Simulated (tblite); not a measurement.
C4H8FNSi.
Atom-mapped SMILES: `[CH2:1]=[CH:2][C:3](=[CH2:4])[Si@H:5]([NH2:6])[F:7]` (hydrogens: H8, H9 on C1; H10 on C2; H11, H12 on C4; H13 on Si5; H14, H15 on N6)

Structure used (GFN2-xTB), in Å, numbered top down from 1:
```xyz
15
C4H8FNSi angstrom
C     -1.907    0.766   -0.561
C     -1.225   -0.313   -0.925
C     -0.021   -0.808   -0.278
C      0.526   -1.950   -0.704
Si     0.759    0.145    1.152
N      1.415    1.606    0.539
F      2.057   -0.661    1.673
H     -2.797    1.076   -1.082
H     -1.608    1.373    0.278
H     -1.573   -0.898   -1.769
H      1.412   -2.358   -0.250
H      0.104   -2.518   -1.521
H     -0.077    0.201    2.350
H      2.075    2.124    1.096
H      0.854    2.224   -0.021
```

All values are computed: GFN2-xTB (tblite) harmonic vibrations without scaling, gas phase. The method is semi-empirical: single wavenumbers can be off by several per cent or more. Modes of hydrogen on silicon can be 10 to 20 % off. One conformer, not necessarily the lowest.

Harmonic wavenumbers (cm⁻¹): 47.2, 111.2, 124.0, 167.9, 185.2, 204.4, 274.3, 353.1, 386.3, 460.7, 489.3, 579.2, 629.7, 673.3, 698.9, 754.9, 772.2, 839.5, 883.8, 909.9, 927.1, 938.7, 1013.9, 1022.5, 1258.1, 1293.8, 1405.2, 1424.5, 1504.4, 1632.1, 1673.0, 2247.2, 3028.8, 3063.8, 3100.3, 3124.4, 3127.8, 3484.9, 3532.6.

A = 3083, B = 1696, C = 1232 MHz; mass 117.041 u (most abundant isotopes); point group C1, symmetry number 1.

Problem. What is the zero-point energy?

Solution. Half the sum of the wavenumbers: 24174 cm⁻¹ = 69.12 kcal/mol.

Problem. Entropy at 500 K, 1 bar (ideal gas, RRHO, classical rotation)?

Solution. Translation 42.78, rotation 29.84, vibration 44.12: S = 116.7 cal/(mol K).

Problem. And Cp and H(500 K) − H(0)?

Solution. Cp = 49.34 cal/(mol K), of which vibrations give 41.39 (their classical limit is 39 R = 77.5); H(500 K) − H(0) = 15.30 kcal/mol without the zero-point energy, 11.33 from vibrations.

Problem. Which modes carry the vibrational entropy at 500 K?

Solution. 47.2 cm⁻¹: 5.96; 111.2 cm⁻¹: 4.26; 124.0 cm⁻¹: 4.05; 167.9 cm⁻¹: 3.45; 185.2 cm⁻¹: 3.26; 204.4 cm⁻¹: 3.07 cal/(mol K); the other 33 give 20.08 together.

Problem. What must be added to the electronic energy to get the Gibbs energy at 500 K and 1 bar?

Solution. ZPE + [H(500 K) − H(0)] − T·S = 69.12 + 15.30 − 58.37 = 26.05 kcal/mol.

Problem. Blend soft modes into free rotors: weight 1/[1 + (100 cm⁻¹/ν̃)⁴] for the oscillator and the rest for a rotor with moment μB/(μ + B), μ = h/(8π²ν), B = 10⁻⁴⁴ kg m². What vibrational entropy results?

Solution. 41.58 cal/(mol K) in place of 44.12, which changes −T·S at 500 K by +1.27 kcal/mol.

Problem. How do the functions run with temperature in this model?

Solution. 
```json
{"T (K)": "100", "S (cal/(mol K))": "67.0", "Cp (cal/(mol K))": "17.9", "H − H(0) (kcal/mol)": "1.23", "G − H(0) (kcal/mol)": "-5.46", "ln q(vib)": "1.37"}
{"T (K)": "200", "S (cal/(mol K))": "82.2", "Cp (cal/(mol K))": "27.2", "H − H(0) (kcal/mol)": "3.49", "G − H(0) (kcal/mol)": "-12.95", "ln q(vib)": "3.71"}
{"T (K)": "300", "S (cal/(mol K))": "95.0", "Cp (cal/(mol K))": "36.0", "H − H(0) (kcal/mol)": "6.66", "G − H(0) (kcal/mol)": "-21.83", "ln q(vib)": "6.11"}
{"T (K)": "800", "S (cal/(mol K))": "142.7", "Cp (cal/(mol K))": "61.1", "H − H(0) (kcal/mol)": "32.03", "G − H(0) (kcal/mol)": "-82.16", "ln q(vib)": "17.26"}
{"T (K)": "1000", "S (cal/(mol K))": "156.9", "Cp (cal/(mol K))": "66.2", "H − H(0) (kcal/mol)": "44.78", "G − H(0) (kcal/mol)": "-112.16", "ln q(vib)": "21.12"}
```

q(vib) and H(0) count from the zero-point level.

Hindered rotation and anharmonicity are outside this model. Other conformers, if any are populated, would add a mixing term that is left out. The structure is chiral; the term R ln 2 for an equal mix with its mirror image is left out.

The run took 0.77 s on one thread, Arm Neoverse N1 (aarch64), shared host with 64 logical CPUs at a one-minute load of 61. This covers the Hessian and the dipole derivatives.
